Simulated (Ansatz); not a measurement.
Mulliken charges of C$_{3}$H$_{5}$AlO (`C=[C]1[O][Al]1[CH3]`) from PBE/def2-TZVPP in Ansatz (PBE0-D4/def2-TZVP geometry).

```csv
atom,x (Å),y (Å),z (Å),charge (e)
C1,-0.861,-1.989,1.580,-0.265
C2,-0.316,-1.083,0.787,0.143
O3,0.962,-1.150,0.173,-0.309
Al4,0.204,0.335,-0.283,0.281
C5,0.520,1.908,-1.353,-0.352
H6,-0.336,-2.906,1.832,0.086
H7,-1.848,-1.825,1.992,0.085
H8,-0.048,2.766,-0.986,0.112
H9,0.223,1.726,-2.389,0.107
H10,1.582,2.167,-1.349,0.113
```

Problem. By hand: the dipole of these point charges (1 e Å = 4.8032 D).

Solution. Σ q r = (-0.229, 0.484, -0.155) e Å, of length 0.557 e Å = 2.68 D.

Problem. How does the dipole of the full density compare? (Best estimate.)

Solution. Ansatz gave: (-0.035, 0.731, -0.398) e Å, 4.00 D; the point charges give 0.67 times that, at 24° from its direction.

Point charges leave out the atoms' own dipoles, such as those of lone pairs, and Mulliken's split depends on the basis, so the two needn't agree.
